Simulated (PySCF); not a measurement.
GaP (SMILES [P]=[Ga]), triplet, geometry from GFN2-xTB (such geometries of metal compounds can be far from the true shape); DF-PBE0/aug-cc-pVDZ in PySCF.

Input for PySCF:
```python
from pyscf import gto, scf, dft
import numpy

mol = gto.M(
    atom='''
Ga   -0.00000000   -0.00000000   -0.74669457
P     0.00000000    0.00000000    1.54316877
''',
    basis='aug-cc-pvdz',
    spin=2,
    verbose=4,
)
print('smallest overlap eigenvalue', numpy.linalg.eigvalsh(mol.intor('int1e_ovlp'))[0])

mf = dft.UKS(mol)
mf.xc = 'pbe0'
mf = mf.density_fit(auxbasis='def2-universal-jkfit')
mf = scf.addons.remove_linear_dep_(mf, threshold=1e-3, lindep=1e-3)
mf.kernel()
```

What does PySCF print? Leave out banner, timings and long lists.


```
PySCF version 2.14.0

[INPUT] verbose = 4
[INPUT] num. atoms = 2
[INPUT] num. electrons = 46
[INPUT] charge = 0
[INPUT] spin (= nelec alpha-beta = 2S) = 2
[INPUT] symmetry False subgroup None
[INPUT] Mole.unit = angstrom
[INPUT] Symbol           X                Y                Z      unit          X                Y                Z       unit  Magmom
[INPUT]  1 Ga     0.000000000000   0.000000000000  -0.746694570000 AA    0.000000000000   0.000000000000  -1.411048236000 Bohr   0.0
[INPUT]  2 P      0.000000000000   0.000000000000   1.543168770000 AA    0.000000000000   0.000000000000   2.916166339282 Bohr   0.0

nuclear repulsion = 107.459427285211
number of shells = 17
number of NR pGTOs = 136
number of NR cGTOs = 63
basis = aug-cc-pvdz
ecp = {}
input.py:18: DeprecationWarning: remove_linear_dep_ is deprecated and will be removed in a future release. Linear dependency handling is now built into the SCF procedure by default. Linear dependency removal can be controlled using the following settings:
  pyscf.scf.hf.remove_overlap_zero_eigenvalue = True
  pyscf.scf.hf.overlap_zero_eigenvalue_threshold = 1e-6

  mf = scf.addons.remove_linear_dep_(mf, threshold=1e-3, lindep=1e-3)
smallest overlap eigenvalue 0.0025492607314645723
Applying remove_linear_dep_ on SCF object.
Using canonical orthogonalization with threshold 0.001

******** <class 'pyscf.df.df_jk.DFUKS'> ********
method = DFUKS
initial guess = minao
damping factor = 0
level_shift factor = 0
DIIS = <class 'pyscf.scf.diis.CDIIS'>
diis_start_cycle = 1
diis_space = 8
diis_damp = 0
SCF conv_tol = 1e-09
SCF conv_tol_grad = None
SCF max_cycles = 50
direct_scf = False
number electrons alpha = 24  beta = 22
XC library pyscf.dft.libxc version 7.1.2
    S. Lehtola, C. Steigemann, M. J. T. Oliveira, and M. A. L. Marques,  SoftwareX 7, 1–5 (2018)
XC functionals = pbe0
    C. Adamo and V. Barone,  J. Chem. Phys. 110, 6158 (1999)
    M. Ernzerhof and G. E. Scuseria,  J. Chem. Phys. 110, 5029 (1999)
radial grids:
    Treutler-Ahlrichs [JCP 102, 346 (1995); DOI:10.1063/1.469408] (M4) radial grids

becke partition: Becke, JCP 88, 2547 (1988); DOI:10.1063/1.454033
pruning grids: <function nwchem_prune>
grids dens level: 3
symmetrized grids: False
atomic radii adjust function: <function treutler_atomic_radii_adjust>
small_rho_cutoff = 0
Set gradient conv threshold to 3.16228e-05
tot grids = 40088
******** <class 'pyscf.df.df.DF'> ********
auxbasis = def2-universal-jkfit
init E= -2265.22413717856

cycle= 1 E= -2265.68852043006  delta_E= -0.464  |g|= 0.191  |ddm|= 0.893
cycle= 2 E= -2265.5070623058  delta_E= 0.181  |g|= 0.463  |ddm|= 0.792
cycle= 3 E= -2265.72822137857  delta_E= -0.221  |g|= 0.024  |ddm|= 0.546
cycle= 4 E= -2265.72864443249  delta_E= -0.000423  |g|= 0.0122  |ddm|= 0.0501
cycle= 5 E= -2265.72884260337  delta_E= -0.000198  |g|= 0.0019  |ddm|= 0.021
cycle= 6 E= -2265.72886518513  delta_E= -2.26e-05  |g|= 0.000805  |ddm|= 0.0101
cycle= 7 E= -2265.72887096589  delta_E= -5.78e-06  |g|= 0.00047  |ddm|= 0.00515
cycle= 8 E= -2265.72887269346  delta_E= -1.73e-06  |g|= 0.000204  |ddm|= 0.00351
cycle= 9 E= -2265.7288728857  delta_E= -1.92e-07  |g|= 6.57e-05  |ddm|= 0.00114
cycle= 10 E= -2265.72887290539  delta_E= -1.97e-08  |g|= 1.75e-05  |ddm|= 0.000355
cycle= 11 E= -2265.72887290715  delta_E= -1.77e-09  |g|= 4.27e-06  |ddm|= 0.000114
cycle= 12 E= -2265.7288729072  delta_E= -4.91e-11  |g|= 9.21e-07  |ddm|= 1.62e-05
Extra cycle  E= -2265.72887290721  delta_E= -6.82e-12  |g|= 4.58e-07  |ddm|= 2.8e-06
converged SCF energy = -2265.72887290721  <S^2> = 2.0127162  2S+1 = 3.0084655
```
